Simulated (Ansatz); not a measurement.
`N#[C][GeH3]` → `C#N` + `[GeH2]` at 600 K and 1 bar (germylene formation by 1,1-elimination).

Gas-phase electronic energies from Ansatz, PBE0-D4/def2-TZVP geometries. CCSD(T)/CBS is the MP2 limit (def2-TZVPP, def2-QZVPP) plus CCSD(T) − MP2 in def2-TZVPP, frozen cores. This one scheme is used for every species. For Ge outer-core shells are correlated without core-valence functions, which leaves a few kJ/mol of doubt a bond. Scalar relativity is left out up to krypton.

```csv
species,CCSD(T)/CBS energy (Eh),H − E (kJ/mol),S (J/(mol·K))
`N#[C][GeH3]`,-2170.64236,121.5,334.0
`C#N`,-93.32098,64.3,228.4
`[GeH2]`,-2077.24753,50.4,247.2
```

H − E and S are ideal-gas, rigid-rotor, harmonic terms from PBE0-D4/def2-TZVP. 1 Eh = 2625.50 kJ/mol, R = 8.31446 J/(mol·K).

By hand: ΔE, ΔH, ΔS and ΔG.

ΔE = (-93.32098) + (-2077.24753) − (-2170.64236) = 0.07385 Eh = 193.9 kJ/mol. Δ(H − E) = 64.3 + 50.4 − 121.5 = -6.8, so ΔH = 187.1 kJ/mol. ΔS = 228.4 + 247.2 − 334.0 = 141.6 J/(mol·K). ΔG = 187.1 − 600 × (141.6)/1000 = 102.1 kJ/mol.

By hand: the equilibrium constant, and the temperature at which ΔG would vanish if ΔH and ΔS stayed fixed.

log₁₀ K = −ΔG/(RT ln 10) = -8.9. ΔG = 0 at ΔH/ΔS = 1321 K.

The number of gas molecules changes by +1, which sets the sign of ΔS. A doubt of 5 kJ/mol in ΔE shifts log₁₀ K by 0.4 here. These are equilibria of isolated gas molecules and say nothing of rates. Largest T1 diagnostic: 0.014 (customary marks: 0.02 for closed shells, 0.045 for open ones).
